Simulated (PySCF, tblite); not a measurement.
Isomers of C6H5ClOSi, one GFN2-xTB conformer each. Single-point energies are computed at PBE0/pcSseg-1 (PySCF, gas phase, no added dispersion term), electronic only.

```
                  SMILES  GFN2-xTB relative energy (kJ/mol)
  ClC1=C2C=CC=C2O[SiH2]1                                0.0
  C#C[SiH2]C1=CO/C1=C/Cl                              424.6
C#CC1=CO/C(=C\Cl)[SiH2]1                              294.0
```

Conformers: `[CH:1]#[C:2][SiH2:3][C:4]1=[CH:5][O:6]/[C:7]1=[CH:8]/[Cl:9]` with C2–Si3–C4–C5 124°.

**Question.** What does PBE0/pcSseg-1 give for the same structures?

**Answer.** 
```csv
SMILES,PBE0/pcSseg-1 E (Eh),PBE0/pcSseg-1 (kJ/mol),GFN2-xTB (kJ/mol),point group
ClC1=C2C=CC=C2O[SiH2]1,-1055.84277,0.0,0.0,Cs
C#CC1=CO/C(=C\Cl)[SiH2]1,-1055.75106,240.8,294.0,Cs
C#C[SiH2]C1=CO/C1=C/Cl,-1055.71022,348.0,424.6,C1
```

Both levels put the same isomer lowest; measured from each level's own lowest isomer, the values differ by up to 76.6 kJ/mol (C#C[SiH2]C1=CO/C1=C/Cl: 424.6 against 348.0). As drawn, the lowest has an Si–O bond, which the highest lacks; the highest has a four-membered ring and a C≡C bond, which the lowest lacks.

**Question.** Which frontier levels, dipoles and rotational constants go with these structures?

**Answer.** 
```
                  SMILES  HOMO (eV, PBE0/pcSseg-1)  LUMO (eV)  dipole (D)       A, B, C (MHz)
  ClC1=C2C=CC=C2O[SiH2]1                     -6.08      -2.28        0.91   1792, 1140, 703.0
C#CC1=CO/C(=C\Cl)[SiH2]1                     -6.56      -1.38        1.68  3926, 555.3, 489.3
  C#C[SiH2]C1=CO/C1=C/Cl                     -7.11      -1.45        0.90   1296, 1073, 670.2
```

**Question.** What happens when harmonic zero-point energies from GFN2-xTB frequencies are added?

**Answer.** 
```json
{"SMILES": "ClC1=C2C=CC=C2O[SiH2]1", "ZPE (kJ/mol)": "229.6", "electronic (kJ/mol)": "0.0", "with ZPE (kJ/mol)": "0.0"}
{"SMILES": "C#CC1=CO/C(=C\\Cl)[SiH2]1", "ZPE (kJ/mol)": "218.3", "electronic (kJ/mol)": "240.8", "with ZPE (kJ/mol)": "229.5"}
{"SMILES": "C#C[SiH2]C1=CO/C1=C/Cl", "ZPE (kJ/mol)": "214.4", "electronic (kJ/mol)": "348.0", "with ZPE (kJ/mol)": "332.9"}
```

The zero-point energies span 15.2 kJ/mol. The order is unchanged.
